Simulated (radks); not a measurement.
Results of a calculation; reference values are marked as such.
Q: The table gives one normalised radial function P(r) = r R(r) of Tm in [Xe] 4f11.5 6s2 6p1.5 (r in bohr). Level of theory: scalar-relativistic Kohn-Sham, LDA (Slater exchange, Perdew-Wang correlation), spin-unpolarised, spherical densities, point nucleus (a radial shooting solver on a logarithmic mesh with Libxc functionals).

r              P
0.002579   0.0171
0.003003   0.0220
0.003524   0.0288
0.004135   0.0375
0.004853   0.0489
0.005649   0.0626
0.00663    0.0810
0.00778    0.1042
0.009057   0.1317
0.01063    0.1673
0.01247    0.2106
0.01464    0.2622
0.01704    0.3188
0.02       0.3853
0.02347    0.4561
0.02732    0.5230
0.03206    0.5854
0.03762    0.6288
0.04415    0.6390
0.05139    0.6036
0.06031    0.5040
0.07078    0.3307
0.0824     0.0986
0.09669   -0.1993
0.1135    -0.5123
0.1332    -0.7784
0.155     -0.9195
0.1819    -0.8844
0.2135    -0.6243
0.2485    -0.1848
0.2916     0.4012
0.3422     0.9822
0.4016     1.4149
0.4676     1.5976
0.5487     1.5323
0.6439     1.2660
0.7496     0.9267
0.8797     0.5811
1.032      0.3140
1.211      0.1444
1.41       0.0585
1.655      0.0186
1.942      0.0047
2.261      0.0010
2.653      0.0001
3.114      0.0000
3.654      0.0000
4.254      0.0000
4.992      0.0000
5.858      0.0000
6.819      0.0000
8.003      0.0000
9.391      0.0000
11.02      0.0000
12.83      0.0000
15.06      0.0000

Which n and l does it have? It may be an empty orbital.

A: n = 4, l = 1: the number of nodes gives n - l - 1 = 2, the rise at small r (about r^(l+1), flatter next to the nucleus through relativity) gives l, and the extent must fit the shell. The curve is that of 4p. 4p: eigenvalue -342.48 eV, 2 radial nodes at r = 0.0871, 0.262 bohr, <r> = 0.528 bohr, 90 % of the charge inside 0.768 bohr.
